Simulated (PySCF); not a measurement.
**Relaxation of singlet ClHfN**

Level of theory: PBE0/[Hf def2-TZVP with ECP60, N def2-TZVP, Cl def2-TZVP], scalar-relativistic core potentials, density fitting, no spin–orbit coupling, PySCF. A (50,194) grid was used.

A start displaced from a saddle point along its imaginary mode, of Cs symmetry, held to at least that symmetry:

```xyz
3
charge 0 multiplicity 1, angstrom
Hf   -0.0023   -0.0327   -0.2770
N     0.0177    0.2494   -1.9860
Cl    0.0049    0.0683    2.2208
```

Optimiser trace:
```tsv
step	E − E(last) (kJ/mol)	largest gradient (Eh/bohr)
0	75.52	0.02274
1	71.27	0.01066
2	51.99	0.01943
3	30.20	0.04179
4	20.37	0.03539
5	4.72	0.02545
6	2.56	0.02273
7	0.47	0.00960
8	0.00	0.00037
9	0.00	0.00008
```

It ends at Cs with Hf–Cl 2.380 Å, Hf–N 1.725 Å; Cl–Hf–N 108.8° (after a last refinement on a finer grid). A frequency run shows a minimum. Other isomers or separated fragments may lie lower.

Spin–orbit coupling, left out here, can matter for elements this heavy.
